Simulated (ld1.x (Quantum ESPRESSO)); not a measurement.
## Pseudopotential generation for indium: TM semilocal, PBE, scalar-relativistic.

ld1.x (Quantum ESPRESSO) 7.5 input, shortened:

```
&input
   title='In', zed=49., rel=1, dft='PBE', iswitch=3,
   config='[Kr] 4d10 5s1.5 5p1.5'
 /
 &inputp
   pseudotype=1, tm=.true., lloc=1,
   nlcc=.true., new_core_ps=.true., rcore=1.70
 /
2
5S  1  0   1.50   0.00  1.70  1.70  0.0
5P  2  1   1.50   0.00  2.90  2.90  0.0
 &test
   configts(1)='5s1.5 5p1.5'
 /
```

Poles of the logarithmic derivatives, all-electron (AE) and pseudo (PS). s: poles at 0.0 (AE) and 0.0, 3.5 (PS) Ry. p: poles at 0.9 (AE) and 0.9 (PS) Ry. Test radius 3.16 bohr.

* Cutoffs needed: 25 Ry and 50 Ry (the cutoffs (Ry, on a coarse ladder) from which the occupation-weighted sum of valence levels, in a spherical-Bessel basis at the reference potential, stays within 10 and 1 mRy of its value at 400 Ry)
* Ghost test: no extra level below or beside the all-electron valence levels (s, p tested); the semilocal form is local in each channel, so this says nothing of the separable form that plane-wave codes build from it (spherical-Bessel basis up to 400 Ry, 20 bohr box)
* Largest excitation error: -152 meV (all-electron minus pseudo) for 5s1 5p0, out of 7 test configurations
